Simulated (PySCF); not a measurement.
**Scandium: a sound run and one with changed settings**

Sound run: Sc⁺ [Ar] 3d1 4s1, Sc²⁺ [Ar] 3d1. Computed with PySCF 2.14 in x2c-SVPall (5s3p3d1f, 36 functions), with the spin-free X2C one-electron Hamiltonian (Gaussian nucleus). In the sound run the correlated levels freeze [Ar]. The sound run starts from symmetry-adapted Hartree-Fock orbitals and uses a fine grid where one is needed.

Changed run: the non-relativistic Hamiltonian (point nucleus). This setting is unsound on purpose.

```
species  method  sound run (hartree)  changed run (hartree)  converged
    Sc⁺     UHF           -762.96354             -758.67050        yes
    Sc⁺    MN15           -764.07156             -759.77929        yes
    Sc⁺    PBE0           -763.63597             -759.34313        yes
    Sc⁺     MP2           -762.96520             -758.67216        yes
   Sc²⁺     UHF           -762.51603             -758.22635        yes
   Sc²⁺    MN15           -763.61146             -759.32299        yes
   Sc²⁺    PBE0           -763.16322             -758.87394        yes
```

Ionisation energy of Sc⁺:

```tsv
method	sound run (eV)	changed run (eV)
UHF	12.177	12.086
MN15	12.520	12.417
PBE0	12.864	12.767
MP2	12.222	12.131
SCS-MP2	12.192	12.101
```

Most of the change in total energy is the relativistic energy itself. On top of that the contraction fixes the core shape for the Hamiltonian it was made with, so the changed run is not a good calculation with the other Hamiltonian either.

For comparison, NIST gives 12.800 eV between the lowest levels.
